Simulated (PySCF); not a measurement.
Gas-phase reaction: 2 GaH(CH3)2 + 2 C2H6 = Ga2H6 + 4 C2H5, at 1000 K and a standard pressure of 1 bar. Level: B3LYP/6-31G*.

Method: PySCF energies plus ideal-gas RRHO corrections (1 bar). S°(298 K) at PBE0/def2-TZVP differs from the NASA 1993 table for C2H5 (+9 J/mol/K); whether the harmonic model or the table's entry is off was not settled. 6-31G* has spherical d functions here. Open shells (unrestricted): C2H5 (multiplicity 2); the rest are closed-shell singlets. B3LYP is the form with VWN-RPA correlation. Ga: all electrons, no relativistic terms. Methyl groups turn as free rotors in GaH(CH3)2. GaH(CH3)2, Ga2H6: computed as isolated molecules; such fragments, hydroxides, amides, oligomers or adducts are transient or little studied in the gas. The harmonic model lacks anharmonicity and excited electronic states, which grow with temperature; levels with a mode under 35 cm⁻¹ are left out. Internal rotation in C2H6, C2H5 is treated as a harmonic vibration of one conformer, which makes the entropy rough.

| species | E (Ha) | H(1000 K) − E (kJ/mol) | S°(1000 K) (J/mol/K) |
|---|---|---|---|
| GaH(CH3)2 | -2004.94747 | 313.8 | 469.3 |
| C2H6 | -79.82910 | 272.4 | 327.6 |
| Ga2H6 | -3852.63173 | 216.6 | 446.1 |
| C2H5 | -79.15644 | 229.7 | 352.6 |
E: electronic energy; H − E holds the zero-point and thermal terms. 1 Ha = 2625.5 kJ/mol.

Task: Work out ΔH°, ΔS°, ΔG° and log10 K from these numbers.

Result: 1. ΔE = 1×(-3852.63173) + 4×(-79.15644) − 2×(-2004.94747) − 2×(-79.82910) = 0.29565 Ha = 776.2 kJ.
2. Δ(H − E) = 1×(216.6) + 4×(229.7) − 2×(313.8) − 2×(272.4) = -37.0 kJ, so ΔH° = 739.2 kJ.
3. ΔS° = 1×(446.1) + 4×(352.6) − 2×(469.3) − 2×(327.6) = 262.7 J/K; the number of gas molecules changes by +1.
4. ΔG° = ΔH° − TΔS° = 739.2 − 1000×(262.7)/1000 = 476.5 kJ.
5. log10 K = −ΔG°/(RT ln 10) = -24.90, with RT ln 10 = 19.14 kJ/mol; at standard pressures the reactants are favoured.
6. A shift of 10 kJ in ΔE would move log10 K by 0.52 here.
For scale, ΔH°(298 K) is 719 kJ at this level, 750 kJ at ωB97M-V/def2-TZVP†, and runs from 505 to 801 kJ over the 19 levels computed († marks an energy on the PBE0/def2-TZVP geometry).
